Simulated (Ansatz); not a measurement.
`OC[SiH2]O[SiH3]`. Total charge 0; spin multiplicity 1. The structure was optimised at the PBE0-D4/def2-TZVP level. It is one conformer, not always the lowest.

```xyz
13

O    -1.489    0.412    0.791
C    -1.317   -0.904    0.282
Si   -0.139   -0.756   -1.178
O     1.222    0.005   -0.688
Si    1.727    1.203    0.310
H    -2.002    0.375    1.601
H    -0.880   -1.576    1.034
H    -2.270   -1.350   -0.039
H    -0.783    0.017   -2.271
H     0.218   -2.113   -1.666
H     0.985    2.463    0.051
H     3.171    1.419    0.041
H     1.557    0.807    1.732
```

(1) What is the dipole moment at PBE/def2-TZVPP? (Best estimate.)

(2) And with r2SCAN, B3LYP, ωB97M-V? (Estimate.)

(3) Give the Mulliken charges with PBE, B3LYP, r2SCAN in def2-TZVPP. (Best estimate.)

Answers

(1) Ansatz gave: 2.26 D, with components (-1.51, -1.02, 1.34) D in this frame, pointing from negative to positive charge.

(2) Computed: r2SCAN 2.28 D, B3LYP 2.29 D, ωB97M-V 2.30 D.

(3) Ansatz gave: 
```csv
atom,PBE,B3LYP,r2SCAN
O1,-0.31,-0.35,-0.36
C2,-0.14,-0.12,-0.07
Si3,0.40,0.49,0.51
O4,-0.33,-0.41,-0.44
Si5,0.35,0.42,0.45
H6,0.19,0.18,0.20
H7,0.10,0.10,0.07
H8,0.10,0.10,0.07
H9,-0.08,-0.09,-0.09
H10,-0.08,-0.09,-0.09
H11,-0.06,-0.07,-0.07
H12,-0.07,-0.08,-0.08
H13,-0.08,-0.09,-0.09
```

B3LYP here is the variant with VWN-RPA as its local correlation; programs differ in this.
